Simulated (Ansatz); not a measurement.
MoO₃⁻. Charge -1, multiplicity 2. Geometry r2SCAN-D4/def2-TZVP, that of the neutral singlet; atoms count from 1.

```csv
atom,x (Å),y (Å),z (Å)
Mo1,-0.2035,-0.0424,-0.3698
O2,-0.8899,1.2472,0.5086
O3,1.4441,0.2807,-0.6646
O4,-0.3508,-1.4854,0.5258
```

In the def2 sets Mo takes a core potential; there is no spin–orbit coupling.

Estimate the Mulliken populations from the PBE0/def2-TZVPD orbitals of Ansatz.


| atom | charge (e) | spin (α − β) | d electrons |
| --- | --- | --- | --- |
| Mo1 | 1.68 | 1.15 | 3.66 |
| O2 | -0.89 | -0.05 | – |
| O3 | -0.89 | -0.05 | – |
| O4 | -0.89 | -0.05 | – |
Mulliken values depend strongly on the basis. With diffuse functions, as here, like atoms can get unlike values, and bond orders can come out too low or too high.

Where does the spin sit?

Summed by element: Mo 1.15, O -0.15, of 1 unpaired in all. Largest on single atoms: Mo1 1.15, O3 -0.05, O2 -0.05.

And the Mayer bond orders between heavy atoms (over 0.3)?

Mo1–O2 1.40 (1.70 Å); Mo1–O3 1.40 (1.70 Å); Mo1–O4 1.40 (1.70 Å).
